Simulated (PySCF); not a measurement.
Bonds (- single, = double, # triple, : aromatic): C1-Ge2, Ge2-C3, Ge2-C4, Ge2-C5, C5:C6, C6:C7, C7:N8, N8:C9, C9:C10, C10:C5. C1 carries H11, H12, H13; C3 carries H14, H15, H16; C4 carries H17, H18, H19; C6 carries H20; C7 carries H21; C9 carries H22; C10 carries H23.

Geometry: PBE0-D3(BJ)/def2-SVP; GIAO shifts from PySCF, gas phase, non-relativistic, averaged over equivalent atoms.

At PBE0/pcSseg-1 (259 basis functions, 64 s wall time on 1 thread of an Arm Neoverse V1, shared host):
```json
{"atoms": "C5", "δ (ppm)": "156.4"}
{"atoms": "C7/C9", "δ (ppm)": "154.9"}
{"atoms": "C6/C10", "δ (ppm)": "133.2"}
{"atoms": "C1/C3/C4", "δ (ppm)": "-2.4"}
{"atoms": "Ge2", "δ (ppm)": "-17.9"}
{"atoms": "N8", "δ (ppm)": "361.5"}
{"atoms": "H21/H22", "δ (ppm)": "8.70"}
{"atoms": "H20/H23", "δ (ppm)": "7.27"}
{"atoms": "H11/H12/H13/H14/H15/H16/H17/H18/H19", "δ (ppm)": "0.34"}
```

References, each an isolated molecule treated in the same way: ¹³C (184.41 ppm) and ¹H (31.27 ppm) against TMS; ⁷³Ge (1330.28 ppm) against GeMe4; ¹⁵N (265.67 ppm) against NH3.

What do these become at KT3/pcSseg-1?

Answers


| atoms | δ at KT3/pcSseg-1 | change |
| --- | --- | --- |
| C5 | 142.0 | -14.4 |
| C7/C9 | 141.8 | -13.1 |
| C6/C10 | 121.8 | -11.4 |
| C1/C3/C4 | -1.4 | +1.0 |
| Ge2 | -22.1 | -4.2 |
| N8 | 329.7 | -31.8 |
| H21/H22 | 8.37 | -0.33 |
| H20/H23 | 6.93 | -0.34 |
| H11/H12/H13/H14/H15/H16/H17/H18/H19 | 0.33 | -0.01 |

Chemical shifts δ = σref − σ; TMS for ¹³C (182.31 ppm), ¹H (31.32 ppm); ⁷³Ge (1320.18 ppm) vs GeMe4; ¹⁵N (262.01 ppm) vs NH3, all at this level.

The largest change is at N8 (pyridine-type ring nitrogen). Cost: 259 basis functions, 87 s wall time on 1 thread of an Arm Neoverse V1, shared host. The order of the carbon signals is the same at both levels.

Relativistic effects, spin–orbit coupling among them, are left out; they matter for Ge and for the light atoms bonded to it. Experimental scales use liquid or dissolved standards, which lie at an offset from isolated NH3 (liquid NH3: subtract about 20 ppm). Unscaled 15N shifts of sp2 nitrogen come out 20 to 40 ppm too high even then.
